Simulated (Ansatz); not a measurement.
Computed with Ansatz on PBE0-D4/def2-TZVP structures; ΔE is electronic, products minus reactants. CBS: MP2 limit from def2 TZ/QZ plus the TZ coupled-cluster correction, frozen cores. This one scheme is used for every species. DFT in def2-TZVPP. For Sc outer-core shells are correlated without core-valence functions, which leaves a few kJ/mol of doubt a bond. Scalar relativity is left out up to krypton. Each species was taken in one conformer, which may not be the lowest.

Reaction (formal hydrolysis of the Sc–N bond): `[NH2][Sc]([OH])[Cl]` + H₂O → `[OH][Sc]([OH])[Cl]` + NH₃

```csv
species,r2SCAN0-D4 energy (Eh)
`[NH2][Sc]([OH])[Cl]`,-1352.79062
H₂O,-76.41199
`[OH][Sc]([OH])[Cl]`,-1372.68730
NH₃,-56.54149
```

Question: Work out ΔE.

Answer: ΔE = (-1372.68730) + (-56.54149) − (-1352.79062) − (-76.41199) = -0.02618 Eh = -68.7 kJ/mol. CCSD(T)/CBS gives -67.6 kJ/mol.

Question: What do rigid-rotor, harmonic-oscillator terms from PBE0-D4/def2-TZVP frequencies (298.15 K, 1 bar) make of the CCSD(T)/CBS value? (An estimate is asked.)

Answer: The calculation gave: ΔZPE = +2.1 kJ/mol, ΔH = -65.4 kJ/mol, ΔS = -1 J/(mol·K), ΔG = -65.1 kJ/mol.

Largest T1 diagnostic among the species: 0.015.

At CCSD(T), def2-SVP lies −16.1 kJ/mol from the extrapolated value and def2-TZVPP −0.9 kJ/mol. From BLYP to BHLYP (50 % exact exchange), in def2-TZVPP and without D4, ΔE moves by −3.1 kJ/mol.
